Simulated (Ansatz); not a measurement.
Frontier orbitals of C$_{3}$H$_{9}$BrClHfN, SMILES `C[N](C)[Hf]([CH3])([Cl])[Br]`.

```xyz
16

C    -1.288    0.734   -0.801
N    -0.060    0.830   -0.041
C     0.000    2.002    0.800
Hf    1.257   -0.641   -0.309
C     0.172   -2.424    0.398
Cl    3.132   -0.335    1.078
Br    1.666   -0.994   -2.772
H    -2.163    0.669   -0.142
H    -1.417    1.599   -1.464
H    -1.291   -0.160   -1.436
H     0.940    2.032    1.355
H    -0.823    2.011    1.526
H    -0.071    2.921    0.204
H    -0.805   -2.544   -0.083
H     0.750   -3.335    0.205
H     0.000   -2.363    1.479
```

The species carries charge 0 and has multiplicity 1. Correlated methods include outer-core shells of Br, Hf, which these sets cover unevenly. Scalar relativity is left out up to krypton. Hf: def2 effective core potential. All single points use the PBE0-D4/def2-TZVP geometry. It is one conformer, not always the lowest. Basis def2-TZVPP, Ansatz.

Orbital energies of one run (eV). Highest occupied ones, from the top: -6.54, -7.43, -8.05, -8.12, -8.75, -8.97, -9.15, -9.35, -9.99, -10.32, -10.54, -10.61, -10.89, -12.54. Empty: -1.54, -1.14, -0.84, -0.30, -0.10, 0.08.

Which functional gave them?
A. BHLYP
B. r2SCANh
C. LDA (SPW92)
D. LC-ωPBE

B. HOMO energies: r2SCANh -6.54, LC-ωPBE -9.77, BHLYP -8.26, LDA (SPW92) -5.98 eV.

LC-ωPBE has ω = 0.4 bohr⁻¹.
